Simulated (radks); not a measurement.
Spherical quantum dot in the effective-mass picture: electrons in a parabolic well V = omega^2 r^2 / 2 with omega = 0.792, all in effective atomic units (hartree* = m*/eps^2 hartree, bohr* = eps/m* bohr), one dielectric constant everywhere. Calculated with a radial shooting solver with Libxc functionals: non-relativistic Kohn-Sham, r2SCAN, spin-polarised, spherical densities, generalised Kohn-Sham scheme. Levels are named by radial order and angular momentum (1s, 1p, 1d, 2s, ...), and open shells are averaged over m. Results are scaled to m* = 0.486 and eps = 4.5, for which hartree* = 653.1 meV and bohr* = 0.49 nm. Each electron was tried in the lowest free levels, single moves between levels near the top were tried too, and the lowest total energy was kept; such a search can miss a lower state. At N = 1 the Hartree and exchange-correlation terms need not cancel, so that row can carry a self-interaction error.

| N | open shells | 2S | E (meV) | mu = E(N) - E(N-1) (meV) | addition energy mu(N+1) - mu(N) (meV) | e(HOMO) (meV) | rms radius (nm) |
|---|---|---|---|---|---|---|---|
| 1 | 1s(up 1, down 0) | 1 | 776.649 | 776.65 | 421.7 | 930.29 | 0.6745 |
| 2 | none | 0 | 1975.01 | 1198.4 | 740.2 | 1344.0 | 0.7225 |
| 3 | 1p(up 1, down 0) | 1 | 3913.57 | 1938.6 | 253.9 | 2063.0 | 0.8179 |
| 4 | 1p(up 2, down 0) | 2 | 6106.07 | 2192.5 | 263.0 | 2323.5 | 0.8734 |
| 5 | 1p(up 3, down 0) | 3 | 8561.56 | 2455.5 | 363.8 | 2587.2 | 0.9146 |
| 6 | 1p(up 3, down 1) | 2 | 11380.9 | 2819.3 | 229.9 | 2932.8 | 0.9521 |
| 7 | 1p(up 3, down 2) | 1 | 14430.2 | 3049.3 | 236.7 | 3167.0 | 0.9838 |
| 8 | none | 0 | 17716.1 | 3286.0 | 594.1 | 3405.0 | 1.012 |
| 9 | 1d(up 1, down 0) | 1 | 21596.2 | 3880.1 | 208.4 | 3983.9 | 1.051 |
| 10 | 1d(up 2, down 0) | 2 | 25684.8 | 4088.5 | 209.4 | 4193.3 | 1.084 |
| 11 | 1d(up 3, down 0) | 3 | 29982.7 | 4298.0 | 208.8 | 4402.5 | 1.113 |
| 12 | 1d(up 4, down 0) | 4 | 34489.4 | 4506.7 | 207.3 | 4610.6 | 1.140 |
| 13 | 1d(up 5, down 0) | 5 | 39203.4 | 4714.0 | 288.1 | 4817.0 | 1.164 |
| 14 | 1d(up 5, down 1) | 4 | 44205.5 | 5002.1 | 190.4 | 5096.8 | 1.188 |
| 15 | 1d(up 5, down 2) | 3 | 49397.9 | 5192.4 | 192.0 | 5288.3 | 1.210 |
| 16 | 1d(up 5, down 3) | 2 | 54782.3 | 5384.4 | 192.2 | 5480.5 | 1.231 |
| 17 | 1d(up 5, down 4) | 1 | 60358.8 | 5576.5 | 191.5 | 5672.5 | 1.250 |
| 18 | none | 0 | 66126.9 | 5768.1 | 243.1 | 5863.5 | 1.269 |
| 19 | 2s(up 1, down 0) | 1 | 72138.1 | 6011.2 | 233.8 | 6104.3 | 1.287 |
| 20 | none | 0 | 78383.1 | 6245.0 | 387.9 | 6332.7 | 1.305 |
| 21 | 1f(up 1, down 0) | 1 | 85016.1 | 6632.9 | 173.5 | 6719.7 | 1.325 |
| 22 | 1f(up 2, down 0) | 2 | 91822.5 | 6806.5 | 173.2 | 6893.1 | 1.345 |
| 23 | 1f(up 3, down 0) | 3 | 98802.2 | 6979.6 | 172.5 | 7066.0 | 1.363 |
| 24 | 1f(up 4, down 0) | 4 | 105954 | 7152.1 | 171.6 | 7238.1 | 1.380 |
| 25 | 1f(up 5, down 0) | 5 | 113278 | 7323.8 | 170.7 | 7409.3 | 1.397 |
| 26 | 1f(up 6, down 0) | 6 | 120772 | 7494.4 | 169.6 | 7579.4 | 1.413 |
| 27 | 1f(up 7, down 0) | 7 | 128437 | 7664.1 | 230.7 | 7748.5 | 1.429 |
| 28 | 1f(up 7, down 1) | 6 | 136331 | 7894.8 | 161.8 | 7975.6 | 1.444 |
| 29 | 1f(up 7, down 2) | 5 | 144388 | 8056.6 | 161.8 | 8137.5 | 1.459 |
| 30 | 1f(up 7, down 3) | 4 | 152606 | 8218.4 | 161.5 | 8299.2 | 1.473 |
| 31 | 1f(up 7, down 4) | 3 | 160986 | 8379.9 | 161.0 | 8460.6 | 1.487 |
| 32 | 1f(up 7, down 5) | 2 | 169527 | 8541.0 | 160.4 | 8621.3 | 1.501 |
| 33 | 1f(up 7, down 6) | 1 | 178229 | 8701.4 | - | 8781.4 | 1.514 |

All shells are closed at N = 2, 8, 18, 20 (there: 1s2 1p6 1d10 2s2); the second difference of the energy has clear peaks (12 % above both neighbours; the first and last values, which can be the largest, are not judged, and half-filled shells can peak too) at N = 2, 5, 8, 13, 20, 27.
